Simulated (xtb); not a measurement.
AlCl$_{2}$ (SMILES [Cl][Al][Cl]), doublet, at a GFN2-xTB geometry (such geometries of metal compounds can be far from the true shape); GFN0-xTB in xtb.

The xtb input:
```
$ xtb mol.xyz --gfn 0 --uhf 1 --etemp 10 --json

# file mol.xyz
3

Al     0.00160221     0.63542259     0.02351302
Cl     1.85128917    -0.24859337     0.01717242
Cl    -1.85251440    -0.23731802    -0.03515296
```

It wrote (shortened):

```
   ID    Z sym.   atoms
    1   13 Al     1
    2   17 Cl     2, 3

           -------------------------------------------------
          |                Calculation Setup                |
           -------------------------------------------------

           -------------------------------------------------
          |                 G F N 0 - x T B                 |
           -------------------------------------------------

          ...................................................
          :                      SETUP                      :
          :.................................................:
          :  # basis functions                  30          :
          :  # atomic orbitals                  27          :
          :  # shells                            9          :
          :  # electrons                        17          :
          :  electronic temp.           10.0000000     K    :
          :  accuracy                    1.0000000          :
          :  -> integral cutoff          0.2500000E+02      :
          :  -> integral neglect         0.1000000E-07      :
          ...................................................

         :::::::::::::::::::::::::::::::::::::::::::::::::::::
         ::                     SUMMARY                     ::
         :::::::::::::::::::::::::::::::::::::::::::::::::::::
         :: total energy              -9.883095811561 Eh    ::
         :: gradient norm              0.046373829305 Eh/a0 ::
         :: HOMO-LUMO gap              4.417089325114 eV    ::
         ::.................................................::
         :: H0 energy                 -9.841413072511 Eh    ::
         :: repulsion energy           0.020128694439 Eh    ::
         :: electrostat energy        -0.061144125689 Eh    ::
         :: -> Gsolv                   0.000000000000 Eh    ::
         ::    -> Gsasa                0.000000000000 Eh    ::
         ::    -> Gshift               0.000000000000 Eh    ::
         :: dispersion energy         -0.000667307801 Eh    ::
         :: short-range corr.          0.000000000000 Eh    ::
         :: add. restraining           0.000000000000 Eh    ::
         :: total charge              -0.000000000000 e     ::
         :::::::::::::::::::::::::::::::::::::::::::::::::::::

           -------------------------------------------------
          |                Property Printout                |
           -------------------------------------------------

    * Orbital Energies and Occupations

         #    Occupation            Energy/Eh            Energy/eV
      -------------------------------------------------------------
         1        2.0000           -0.9777090             -26.6048
         2        2.0000           -0.9766689             -26.5765
         3        2.0000           -0.4914352             -13.3726
         4        2.0000           -0.4684352             -12.7468
         5        2.0000           -0.4677229             -12.7274
         6        2.0000           -0.4669312             -12.7058
         7        2.0000           -0.4568841             -12.4324
         8        2.0000           -0.4520025             -12.2996
         9        1.0000           -0.3258347              -8.8664 (HOMO)
        10                         -0.1635097              -4.4493 (LUMO)
        11                         -0.1426216              -3.8809
        12                         -0.1051691              -2.8618
        13                         -0.0948651              -2.5814
        14                         -0.0929506              -2.5293
        15                         -0.0818068              -2.2261
        16                         -0.0653809              -1.7791
        17                         -0.0643400              -1.7508
        18                         -0.0640077              -1.7417
        19                         -0.0616424              -1.6774
        20                         -0.0575067              -1.5648
       ...                                ...                  ...
        27                          1.2866838              35.0124
      -------------------------------------------------------------
                  HL-Gap            0.1623250 Eh            4.4171 eV
             Fermi-level            0.0000000 Eh            0.0000 eV

     #   Z          covCN         q      C6AA      α(0)
     1  13 Al       1.537     0.385   244.597    36.878
     2  17 Cl       0.769    -0.192   103.049    15.516
     3  17 Cl       0.769    -0.192   103.049    15.516

 Mol. C6AA /au·bohr⁶  :       1247.419812
 Mol. C8AA /au·bohr⁸  :      77989.762161
 Mol. α(0) /au        :         67.910111

Wiberg/Mayer (AO) data.
largest (>0.10) Wiberg bond orders for each atom

 ---------------------------------------------------------------------------
     #   Z sym  total        # sym  WBO       # sym  WBO       # sym  WBO
 ---------------------------------------------------------------------------
     1  13 Al   2.010 --     2 Cl   1.005     3 Cl   1.005
     2  17 Cl   1.051 --     1 Al   1.005
     3  17 Cl   1.051 --     1 Al   1.005
 ---------------------------------------------------------------------------

Topologies differ in total number of bonds
Writing topology from bond orders to xtbtopo.mol

 dipole moment from electron density (au)
     X       Y       Z
   0.0021   0.8482   0.0314  total (Debye):    2.158

           -------------------------------------------------
          | TOTAL ENERGY               -9.883095811561 Eh   |
          | GRADIENT NORM               0.046373829305 Eh/α |
          | HOMO-LUMO GAP               4.417089325114 eV   |
           -------------------------------------------------

normal termination of xtb
```
